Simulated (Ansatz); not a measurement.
Cost and result for the atomization energy of `[SiH3][O][Sn]([Cl])([O][SiH3])[O][SiH3]` (17 atoms, 16 bonds).

| atom | x (Å) | y (Å) | z (Å) |
| --- | --- | --- | --- |
| Si1 | -1.3137 | -1.0721 | -2.3285 |
| O2 | -1.0717 | -0.6751 | -0.7506 |
| Sn3 | 0.0986 | 0.4982 | 0.2199 |
| Cl4 | 0.3816 | 2.4790 | -0.9035 |
| O5 | 1.7849 | -0.3821 | 0.4703 |
| Si6 | 2.5523 | -1.6222 | -0.2904 |
| O7 | -0.6597 | 0.8147 | 1.9476 |
| Si8 | -1.3374 | 2.0991 | 2.7221 |
| H9 | -1.1312 | -2.5365 | -2.4885 |
| H10 | -0.3425 | -0.3576 | -3.2011 |
| H11 | -2.6944 | -0.6948 | -2.7222 |
| H12 | 2.3719 | -2.8805 | 0.4771 |
| H13 | 1.9992 | -1.8118 | -1.6608 |
| H14 | 3.9956 | -1.2933 | -0.3832 |
| H15 | -2.4274 | 2.6902 | 1.9009 |
| H16 | -0.3174 | 3.1472 | 2.9874 |
| H17 | -1.8886 | 1.5976 | 4.0037 |

Total charge 0; spin multiplicity 1. Correlated methods include outer-core shells of Sn, which these sets cover unevenly. Sn takes the def2 core potential. The structure was optimised at the PBE0-D4/def2-TZVP level. It is one conformer, not always the lowest. Program: Ansatz. All runs use 4 threads of an AMD EPYC 7R13 on a shared host and a share of an NVIDIA H100 80 GB. Times are those of one run each, without the atoms' runs, and a repeat can differ threefold. Electronic energies, without spin–orbit coupling; frozen cores. CCSD(T)/CBS adds CCSD(T) − MP2 in def2-TZVPP to the MP2 limit, and its time is that of the two runs behind it. T1 = 0.013. With those shells the extrapolation isn't a true limit. HSE06 is the plane-wave form, built on full-range PBE exchange.

CCSD(T)/CBS is a level of theory with its own doubt, some kJ/mol a heavy atom from the limit and from the frozen cores, so smaller differences don't rank the functionals.

```csv
level,functions,wall time
BLYP-D4/def2-TZVPP,437,4.2 s
HSE06-D4/def2-TZVPP,437,6 s
r2SCANh-D4/def2-TZVPP,437,7 s
revPBE-D4/def2-TZVPP,437,7.5 s
ωB97X-V/def2-TZVPP,437,8 s
ωB97M-V/def2-TZVPP (with forces),437,8 s
CCSD(T)/def2-SVP,185,8.5 s
B2PLYP/def2-TZVPP,437,9 s
r2SCAN-D4/def2-TZVPP (with forces),437,9.5 s
PBE-QIDH/def2-TZVPP,437,10 s
MP2/def2-QZVPP,803,13 s
CCSD(T)/def2-TZVPP,437,3.6 min
CCSD(T)/CBS(def2),–,3.8 min
```

What atomization energy does each give, and how far from CCSD(T)/CBS? (Best estimate.)

Ansatz gave: 
| level | atomization (kJ/mol) | difference from CCSD(T)/CBS | per bond |
| --- | --- | --- | --- |
| BLYP-D4/def2-TZVPP | 5568.5 | -128.0 | -8.0 |
| HSE06-D4/def2-TZVPP | 5520.2 | -176.3 | -11.0 |
| r2SCANh-D4/def2-TZVPP | 5585.1 | -111.4 | -7.0 |
| revPBE-D4/def2-TZVPP | 5462.5 | -234.0 | -14.6 |
| ωB97X-V/def2-TZVPP | 5683.0 | -13.5 | -0.8 |
| ωB97M-V/def2-TZVPP (with forces) | 5637.6 | -58.9 | -3.7 |
| CCSD(T)/def2-SVP | 5173.5 | -523.0 | -32.7 |
| B2PLYP/def2-TZVPP | 5543.1 | -153.4 | -9.6 |
| r2SCAN-D4/def2-TZVPP (with forces) | 5626.9 | -69.6 | -4.4 |
| PBE-QIDH/def2-TZVPP | 5536.9 | -159.6 | -10.0 |
| MP2/def2-QZVPP | 5700.5 | 4.0 | 0.2 |
| CCSD(T)/def2-TZVPP | 5501.6 | -194.9 | -12.2 |
| CCSD(T)/CBS(def2) | 5696.5 | 0.0 | 0.0 |

Leaving LDA and LC-ωPBE aside and taking each functional with its dispersion term where it has one, the values spread over 220.5 kJ/mol, from revPBE-D4 to ωB97X-V. LDA lies +784.3 kJ/mol from PBE without D4, its usual overbinding. At CCSD(T), def2-SVP lies −523.0 kJ/mol from the extrapolated value and def2-TZVPP −194.9 kJ/mol: correlation converges slowly with the basis, and small sets miss more of it in the bonded molecule than in its fragments. From r2SCAN to r2SCAN0 (25 % exact exchange), in def2-TZVPP and without D4, the atomization energy moves by −103.8 kJ/mol: exact exchange takes away binding that semilocal exchange gives to molecules.

Spin–orbit coupling would lower the free Sn atoms strongly, and the atomization energy with them, by more than many differences here. For some Ge, Se and Sn compounds the MP2-based and the directly extrapolated limit differ by 10 to 25 kJ/mol.
